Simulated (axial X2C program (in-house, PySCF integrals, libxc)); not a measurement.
## Spin–orbit effects along a row: molecules with B (ions), HF

Computed with an in-house relativistic program for diatomic molecules, spin-free (one-electron X2C) or two-component (2c: spin–orbit coupling with atomic mean-field Coulomb and Gaunt terms, which also bring small scalar terms), in Dyall basis sets with cores contracted in-house; open shells are unrestricted.

Basis sets: B dyall-v3z, Be dyall-cv3z, C dyall-v3z, F dyall-av3z, Li dyall-cv3z, N dyall-av3z, O dyall-av3z.

| molecule | spin-free state | Re (Å) | ωe (cm⁻¹) | De (eV) | 2c state | Re 2c (Å) | ωe 2c (cm⁻¹) | De 2c (eV) |
| --- | --- | --- | --- | --- | --- | --- | --- | --- |
| LiB⁺ | M_S = 1/2, Λ = 0 | 2.460 | 353.5 | 0.86 | Ω = 1/2 | 2.460 | 353.5 | 0.86 |
| BeB⁺ | M_S = 0, Λ = 0 | 2.275 | 421.2 | 1.30 | Ω = 0 | 2.275 | 421.2 | 1.27 |
| BC⁺ | M_S = 2, Λ = 0 | 1.417 | 1494.1 | n/a | Ω = 2 | 1.417 | 1494.1 | n/a |
| BN⁺ | M_S = 3/2, Λ = 0 | 1.412 | 1221.1 | 0.84 | Ω = 3/2 | 1.412 | 1221.1 | 0.84 |
| BO⁺ | M_S = 1, Λ = 1 | 1.286 | 1583.9 | 2.19 | Ω = 2 | 1.286 | 1584.0 | 2.20 |
| BF⁺ | M_S = 1/2, Λ = 0 | 1.197 | 1790.9 | 4.17 | Ω = 1/2 | 1.197 | 1791.2 | 4.16 |

Fragments in 2c: B + Li+, B + Be+, C + B+, N + B+, O + B+, F + B+. Each entry is the lowest single determinant of a limited PBE0 search at one distance. De goes to single-determinant-based atoms at the same level (for ions the charge split of lowest energy) and is withheld (n/a) where an atom does not fit its ground term or J level. Main or longest-lived isotopes. One determinant is a doubtful description, or other states lie close, for BC⁺, BN⁺, BO⁺; these need not be ground states, and all values refer to the states named. Some open-shell Ω = 0 determinants are out of reach, so the Ω given for BC⁺, BO⁺ need not be the lowest component. With several unpaired electrons the Ω given is that of one determinant, not necessarily of the lowest component. Some light 2c atoms are not at their ground J level, so De misses part of their lowering (0.04 eV or less).
